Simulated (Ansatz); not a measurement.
The cluster SnPt4⁻, relaxed as a doublet with UKS PBE-D4/def2-SVPD in Ansatz, starting from the GFN2-xTB geometry. Force threshold 0.02 eV/Å.

In the def2 sets Pt, Sn take a core potential; there is no spin–orbit coupling. The charge -1 doublet is spin-contaminated (final ⟨S²⟩ up to 1.64, 0.75 for a pure state). The structure comes from a short search, and lower isomers may exist.

Start:

| atom | x (Å) | y (Å) | z (Å) |
| --- | --- | --- | --- |
| Pt1 | -0.076 | -2.027 | -0.562 |
| Pt2 | -0.850 | 0.333 | -1.139 |
| Pt3 | 1.499 | 1.254 | -0.741 |
| Pt4 | -1.427 | 0.794 | 1.303 |
| Sn5 | 0.854 | -0.354 | 1.140 |

Task: Estimate the energy that the relaxation releases and the steps that it takes.

Result: 0.53 eV, in 8 steps; 62 s on 4 threads of Arm Neoverse V2 on a shared host. No frequencies were taken in this run, so the end may be a saddle point.

Task: Does the start keep its bonding and symmetry?

Result: Bonds formed: Pt3–Pt4 (atoms count from 1). The end is the same structure that another start reached. Point group Cs at the start, Cs at the end, both within 0.05 Å.

Task: Predict the relaxed structure.

Result: 
| atom | x (Å) | y (Å) | z (Å) |
| --- | --- | --- | --- |
| Pt1 | -0.092 | -2.267 | -0.637 |
| Pt2 | -0.861 | 0.070 | -1.216 |
| Pt3 | 1.123 | 1.569 | -0.399 |
| Pt4 | -1.054 | 1.228 | 1.123 |
| Sn5 | 0.884 | -0.599 | 1.129 |
Bond lengths (bridged metal pairs left out): 4 × Pt–Pt 2.53 to 2.68 Å; 4 × Pt–Sn 2.62 to 3.00 Å.
